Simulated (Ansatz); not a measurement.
Basis-set series for CH6O2Si, SMILES `OC(O)[SiH3]`. Total charge 0; spin multiplicity 1. The geometry is a stationary point of PBE0-D4/def2-TZVP. It is one conformer, not always the lowest.

Z-matrix (Å, degrees):
```
C
O 1 1.409
Si 1 1.910 2 112.0
O 1 1.404 2 112.1 3 -120.7
H 1 1.098 2 104.0 3 119.4
H 2 0.963 1 108.1 3 57.2
H 3 1.489 1 107.3 2 -54.7
H 3 1.484 1 111.7 2 -175.5
H 3 1.485 1 108.7 2 63.3
H 4 0.964 1 108.2 2 -60.5
```

```
functional       basis  functions  energy (Eh)  HOMO (eV)  LUMO (eV)
   PBE0-D4    def2-SVP         90   -481.06776      -7.68       1.03
   PBE0-D4  def2-QZVPP        421   -481.42163      -7.90       0.22
   ωB97M-V    def2-SVP         90   -481.29287      -9.99       2.85
   ωB97M-V  def2-QZVPP        421   -481.65385     -10.23       1.55
```

Task: Give the rows for def2-TZVPP. (Best estimate.)

Result: Ansatz gave: 
| functional | basis | functions | energy (Eh) | HOMO (eV) | LUMO (eV) |
| --- | --- | --- | --- | --- | --- |
| PBE0-D4 | def2-TZVPP | 219 | -481.40064 | -7.85 | 0.48 |
| ωB97M-V | def2-TZVPP | 219 | -481.63390 | -10.18 | 2.04 |

Positive LUMOs are unbound and depend on the basis.
